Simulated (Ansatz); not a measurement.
One change: `OB(O[SiH3])O[SiH3]` becomes `[SiH3]OB(O[SiH3])O[SiH3]`.

Ansatz, PBE0-D4/def2-TZVP geometries, multiplicity 1. Each molecule was computed in one conformer, which needn't be the lowest.

```
                                        property  `OB(O[SiH3])O[SiH3]`
               HOMO energy (PBE/def2-TZVPP) / eV                 -7.50
               LUMO energy (PBE/def2-TZVPP) / eV                 -0.92
              HOMO energy (PBE0/def2-TZVPP) / eV                 -8.96
size of the dipole moment (B3LYP/def2-TZVPP) / D                  0.70
              LUMO energy (PBE0/def2-TZVPP) / eV                 -0.07
  zero-point energy (PBE0-D4/def2-TZVP) / kJ/mol                 210.4
```

Q: Give the same properties after the change, and the shifts. (Estimate.)

A: The calculation gave: 
| property | `[SiH3]OB(O[SiH3])O[SiH3]` | shift |
| --- | --- | --- |
| HOMO energy (PBE/def2-TZVPP) / eV | -7.58 | -0.08 |
| LUMO energy (PBE/def2-TZVPP) / eV | -1.08 | -0.16 |
| HOMO energy (PBE0/def2-TZVPP) / eV | -9.02 | -0.06 |
| size of the dipole moment (B3LYP/def2-TZVPP) / D | 0.00 | -0.70 |
| LUMO energy (PBE0/def2-TZVPP) / eV | -0.23 | -0.16 |
| zero-point energy (PBE0-D4/def2-TZVP) / kJ/mol | 250.4 | 40.0 |

With PBE0 the HOMO falls by 0.06 eV and the LUMO falls by 0.16 eV, so the gap narrows by about 0.10 eV. PBE moves the HOMO by -0.08 eV and ωB97M-V by -0.07 eV. The zero-point energy changes by 40.0 kJ/mol with +9 modes.

Positive LUMOs are unbound, so they and the gaps depend on the basis.

B3LYP here is the variant with VWN-RPA as its local correlation; programs differ in this.
